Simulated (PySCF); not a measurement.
SMILES B[SiH2]CN (CH8BNSi) (GFN2-xTB optimised geometry):

```
12

B      1.528    -1.439     0.000
Si    -0.424    -1.439     0.000
C     -1.048     0.382     0.000
N     -0.458     1.094     1.129
H      2.147    -1.556     0.985
H      2.138    -1.312    -0.990
H     -1.099    -2.067     1.158
H     -1.103    -2.057    -1.159
H     -2.147     0.417    -0.002
H     -0.717     0.885    -0.912
H     -0.778     0.680     1.998
H     -0.750     2.067     1.134
```

Computed with PBE/def2-TZVP (PySCF).

Q: What are the frontier orbital energies and the dipole moment?

A: HOMO-2 -7.54 eV, HOMO-1 -7.16 eV, HOMO -5.46 eV, LUMO -3.36 eV, LUMO+1 0.11 eV; dipole moment 1.31 D.

Meta-Löwdin charges at PBE/def2-TZVP: B1 -0.20, Si2 0.44, C3 -0.31, N4 -0.51, H5 0.04, H6 0.04, H7 -0.09, H8 -0.08, H9 0.10, H10 0.12, H11 0.22, H12 0.22.
